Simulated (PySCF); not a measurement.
Substituent effects on chemical shifts

Parent skeleton `[F:1][CH:2]=[C:3]([F:4])[CH2:5][SiH3:6]`; one hydrogen on atom 5 is replaced by X. Hydrogens on one atom are averaged.

[PySCF: coordinates at the GFN2-xTB level; PBE0/pcSseg-1 with gauge-including orbitals; rapidly exchanging positions averaged; non-relativistic Hamiltonian; one computed conformer; no solvent]

Scale: ¹⁹F vs CFCl3; ¹³C and ²⁹Si and ¹H vs TMS (reference shieldings calculated alike).

Parent (X = H): F1 -187.6, C2 147.5, C3 165.4, F4 -160.5, C5 12.1, Si6 -70.4, H(C2) 7.47, H(C5) 2.10, H(Si6) 4.04 ppm. Effects are Δδ = δ(X) − δ(H), positive for deshielding.

Known members:
```json
{"X": "iPr", "F1": "+17.2", "C2": "-6.9", "C3": "-3.8", "F4": "+9.8", "C5": "+23.0", "Si6": "+10.8", "H(C2)": "-1.08", "H(C5)": "-1.13", "H(Si6)": "+0.03"}
{"X": "ethynyl", "F1": "+3.3", "C2": "+0.2", "C3": "-2.0", "F4": "-8.6", "C5": "+4.1", "Si6": "+11.0", "H(C2)": "+0.00", "H(C5)": "+1.55", "H(Si6)": "+0.11"}
{"X": "COOH", "F1": "+4.3", "C2": "+5.4", "C3": "-1.4", "F4": "+10.6", "C5": "+22.7", "Si6": "+17.1", "H(C2)": "+0.13", "H(C5)": "+1.05", "H(Si6)": "+0.27"}
{"X": "allyl", "F1": "+19.9", "C2": "-6.6", "C3": "-7.0", "F4": "+9.3", "C5": "+18.8", "Si6": "+10.1", "H(C2)": "-1.11", "H(C5)": "-0.69", "H(Si6)": "-0.02"}
{"X": "cPr", "F1": "-1.8", "C2": "-0.2", "C3": "+3.0", "F4": "-11.8", "C5": "+19.3", "Si6": "+2.9", "H(C2)": "+0.04", "H(C5)": "-0.59", "H(Si6)": "-0.02"}
```

Four more derivatives gave (Δδ, ppm):
```
compound     F1    C2    C3     F4     C5    Si6  H(C2)  H(C5)  H(Si6)
       1   +4.3  -0.2  +2.8   -1.8  +21.3   +7.9  -0.03  +0.85   +0.01
       2  +19.6  -1.0  -9.8   +8.4  +58.2  +13.7  -0.53  +2.16   +0.09
       3   +9.0  +4.0  -4.1  -11.1  +39.2   +3.0  +0.10  +1.68   +0.25
       4  +10.1  -6.3  -9.1   +1.6  +73.8   +5.5  -0.78  +3.49   +0.03
```

Their substituents are CCl3, F, OCHF2, isopropenyl. Which is which?

## Answers

1: X = isopropenyl (C=C(C)[C@H]([SiH3])/C(F)=C\F); 2: X = OCHF2 (F/C=C(\F)[C@@H]([SiH3])OC(F)F); 3: X = CCl3 (F/C=C(/F)[C@H]([SiH3])C(Cl)(Cl)Cl); 4: X = F (F/C=C(\F)[C@H](F)[SiH3]).

Unscaled 19F shifts against computed CFCl3 carry errors that often reach 10 to 50 ppm.
